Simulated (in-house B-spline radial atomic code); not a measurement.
Ionising the ytterbium ion Yb²⁺ with different functionals

Computed with a radial B-spline atomic code at the basis-set limit: scalar-relativistic (spin-free X2C) Hamiltonian, Fermi nucleus of rms radius 5.3108 fm, spin-polarised at highest spin, spherical fractional occupations for the functionals, the average over the highest-spin determinants for Hartree-Fock. The ionisation energy is the difference of two self-consistent energies, [Xe] 4f14 → [Xe] 4f13, without Breit or QED terms; ε is the level of the shell that loses the electron (its least bound occupied spin orbital). There is no spin-orbit coupling in this Hamiltonian.

Hybrids are left out here: with spherical fractional occupations of an open shell their exact exchange keeps a self-interaction that integer-occupation calculations don't have.

```json
{"method": "Hartree-Fock", "rung": "Hartree-Fock", "ΔSCF (eV)": "?", "-ε(4f) (eV)": "?"}
{"method": "LDA VWN5", "rung": "LDA", "ΔSCF (eV)": "26.69", "-ε(4f) (eV)": "17.96"}
{"method": "LDA PW92", "rung": "LDA", "ΔSCF (eV)": "26.69", "-ε(4f) (eV)": "17.95"}
{"method": "LDA exchange-only", "rung": "LDA", "ΔSCF (eV)": "24.94", "-ε(4f) (eV)": "16.33"}
{"method": "PBE", "rung": "GGA", "ΔSCF (eV)": "26.33", "-ε(4f) (eV)": "17.63"}
{"method": "PBEsol", "rung": "GGA", "ΔSCF (eV)": "26.38", "-ε(4f) (eV)": "17.65"}
{"method": "BLYP", "rung": "GGA", "ΔSCF (eV)": "26.19", "-ε(4f) (eV)": "17.52"}
{"method": "RPBE", "rung": "GGA", "ΔSCF (eV)": "26.26", "-ε(4f) (eV)": "17.56"}
{"method": "PW91", "rung": "GGA", "ΔSCF (eV)": "26.43", "-ε(4f) (eV)": "17.73"}
{"method": "BP86", "rung": "GGA", "ΔSCF (eV)": "26.43", "-ε(4f) (eV)": "17.70"}
{"method": "AM05", "rung": "GGA", "ΔSCF (eV)": "26.41", "-ε(4f) (eV)": "17.67"}
{"method": "OLYP", "rung": "GGA", "ΔSCF (eV)": "26.68", "-ε(4f) (eV)": "17.91"}
{"method": "TPSS", "rung": "meta-GGA", "ΔSCF (eV)": "26.11", "-ε(4f) (eV)": "17.41"}
{"method": "SCAN", "rung": "meta-GGA", "ΔSCF (eV)": "26.35", "-ε(4f) (eV)": "17.66"}
{"method": "r2SCAN", "rung": "meta-GGA", "ΔSCF (eV)": "?", "-ε(4f) (eV)": "?"}
{"method": "revTPSS", "rung": "meta-GGA", "ΔSCF (eV)": "26.10", "-ε(4f) (eV)": "17.39"}
```

**Question.** What does r2SCAN give?

**Answer.** ΔSCF 26.09 eV, and -ε(4f) = 17.37 eV.

**Question.** What does Hartree-Fock give?

**Answer.** ΔSCF 20.89 eV, and -ε(4f) = 28.10 eV.

**Question.** How do they compare with the NIST value?

**Answer.** NIST lists 25.05 eV ± 0.025 (semi-empirical, ground level to ground level). Errors run from -4.16 to +1.64 eV. The correlated functionals all miss on the same side by more than they spread, so the cause is common to them (spin-orbit coupling, Breit-QED terms, multiplet and fine-structure energies, or a listed next ion that isn't the cheapest removal here) and closeness doesn't rank the functionals. Hartree-Fock also lacks correlation.
